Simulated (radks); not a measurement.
The numbers below are computed, except where a source is named.
Spherical quantum dot in the effective-mass picture: electrons in a hard-walled sphere of radius 1.81, all in effective atomic units (hartree* = m*/eps^2 hartree, bohr* = eps/m* bohr), one dielectric constant everywhere. Level of theory: non-relativistic Kohn-Sham, LDA (Slater exchange, Perdew-Wang correlation), spin-polarised, spherical densities (a radial shooting solver with Libxc functionals). Levels are named by radial order and angular momentum (1s, 1p, 1d, 2s, ...), and open shells are averaged over m. Results are scaled to m* = 0.042 and eps = 14.2, for which hartree* = 5.668 meV and bohr* = 17.89 nm. Each electron was tried in the lowest free levels, single moves between levels near the top were tried too, and the lowest total energy was kept; such a search can miss a lower state. At N = 1 the Hartree and exchange-correlation terms need not cancel, so that row can carry a self-interaction error.

| N | open shells | 2S | E (meV) | mu = E(N) - E(N-1) (meV) | addition energy mu(N+1) - mu(N) (meV) | rms radius (nm) |
|---|---|---|---|---|---|---|
| 1 | 1s(up 1, down 0) | 1 | 8.75643 | 8.7564 | 5.150 | 17.31 |
| 2 | none | 0 | 22.6632 | 13.907 | 12.30 | 17.71 |
| 3 | 1p(up 1, down 0) | 1 | 48.8677 | 26.204 | 4.004 | 18.74 |
| 4 | 1p(up 2, down 0) | 2 | 79.0764 | 30.209 | 4.118 | 19.30 |
| 5 | 1p(up 3, down 0) | 3 | 113.403 | 34.327 | 5.346 | 19.67 |
| 6 | 1p(up 3, down 1) | 2 | 153.076 | 39.673 | 3.946 | 19.97 |
| 7 | 1p(up 3, down 2) | 1 | 196.695 | 43.619 | 4.041 | 20.20 |
| 8 | none | 0 | 244.354 | 47.659 | 13.99 | 20.39 |
| 9 | 1d(up 1, down 0) | 1 | 306.007 | 61.653 | 3.889 | 20.69 |
| 10 | 1d(up 2, down 0) | 2 | 371.548 | 65.542 | 3.913 | 20.93 |
| 11 | 1d(up 3, down 0) | 3 | 441.003 | 69.455 | 3.928 | 21.14 |
| 12 | 1d(up 4, down 0) | 4 | 514.386 | 73.383 | 3.938 | 21.31 |
| 13 | 1d(up 5, down 0) | 5 | 591.707 | 77.321 | 5.062 | 21.47 |
| 14 | 1d(up 5, down 1) | 4 | 674.090 | 82.383 | 3.840 | 21.61 |
| 15 | 1d(up 5, down 2) | 3 | 760.312 | 86.223 | 3.863 | 21.74 |
| 16 | 1d(up 5, down 3) | 2 | 850.398 | 90.086 | 3.879 | 21.85 |
| 17 | 1d(up 5, down 4) | 1 | 944.363 | 93.965 | 3.888 | 21.96 |
| 18 | none | 0 | 1042.22 | 97.853 | 15.37 | 22.06 |
| 19 | 2s(up 1, down 0) | 1 | 1155.44 | 113.22 | 4.398 | 21.95 |
| 20 | 2s(up 1, down 0) 1f(up 1, down 0) | 2 | 1273.06 | 117.62 | 3.663 | 22.08 |
| 21 | 1f(up 3, down 0) | 3 | 1394.34 | 121.28 | 3.684 | 22.41 |
| 22 | 1f(up 4, down 0) | 4 | 1519.30 | 124.97 | 3.803 | 22.51 |
| 23 | 1f(up 5, down 0) | 5 | 1648.07 | 128.77 | 3.806 | 22.60 |
| 24 | 1f(up 6, down 0) | 6 | 1780.65 | 132.58 | 3.808 | 22.68 |
| 25 | 1f(up 7, down 0) | 7 | 1917.03 | 136.38 | 4.863 | 22.77 |
| 26 | 1f(up 7, down 1) | 6 | 2058.28 | 141.25 | 3.753 | 22.84 |
| 27 | 1f(up 7, down 2) | 5 | 2203.28 | 145.00 | 3.760 | 22.91 |
| 28 | 1f(up 7, down 3) | 4 | 2352.04 | 148.76 | 3.766 | 22.98 |
| 29 | 1f(up 7, down 4) | 3 | 2504.56 | 152.53 | 3.770 | 23.05 |
| 30 | 1f(up 7, down 5) | 2 | 2660.86 | 156.30 | 3.773 | 23.11 |
| 31 | 1f(up 7, down 6) | 1 | 2820.92 | 160.07 | - | 23.17 |

All shells are closed at N = 2, 8, 18 (there: 1s2 1p6 1d10); the second difference of the energy has clear peaks (12 % above both neighbours; the first and last values, which can be the largest, are not judged, and half-filled shells can peak too) at N = 2, 5, 8, 13, 18, 25.
